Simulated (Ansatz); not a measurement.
One change: `[SiH3][GeH2][GeH2][SiH2][GeH3]` becomes `[GeH3][SiH2][GeH2][SiH2][GeH3]`.

Ansatz, PBE0-D4/def2-TZVP geometries, multiplicity 1. Each molecule was computed in one conformer, which needn't be the lowest.

Scalar relativity is left out up to krypton.

```csv
property,`[SiH3][GeH2][GeH2][SiH2][GeH3]`
LUMO energy (PBE/def2-TZVPP) / eV,-1.12
LUMO energy (B3LYP/def2-TZVPP) / eV,-0.54
size of the dipole moment (PBE/def2-TZVPP) / D,0.10
HOMO energy (PBE/def2-TZVPP) / eV,-6.72
HOMO energy (ωB97M-V/def2-TZVPP) / eV,-9.64
HOMO–LUMO gap (PBE/def2-TZVPP) / eV,5.60
```

(1) What does the change do to each property? (Estimate.)

## Answers

(1) Computed: 
```tsv
property	`[GeH3][SiH2][GeH2][SiH2][GeH3]`	shift
LUMO energy (PBE/def2-TZVPP) / eV	-1.03	0.09
LUMO energy (B3LYP/def2-TZVPP) / eV	-0.44	0.10
size of the dipole moment (PBE/def2-TZVPP) / D	0.14	0.04
HOMO energy (PBE/def2-TZVPP) / eV	-6.78	-0.06
HOMO energy (ωB97M-V/def2-TZVPP) / eV	-9.72	-0.08
HOMO–LUMO gap (PBE/def2-TZVPP) / eV	5.75	0.15
```

With PBE0 the HOMO falls by 0.08 eV and the LUMO rises by 0.08 eV, so the gap widens by about 0.16 eV. PBE moves the HOMO by -0.06 eV and ωB97M-V by -0.08 eV. Dipoles are sizes alone; their direction can turn.

B3LYP here is the variant with VWN-RPA as its local correlation; programs differ in this.
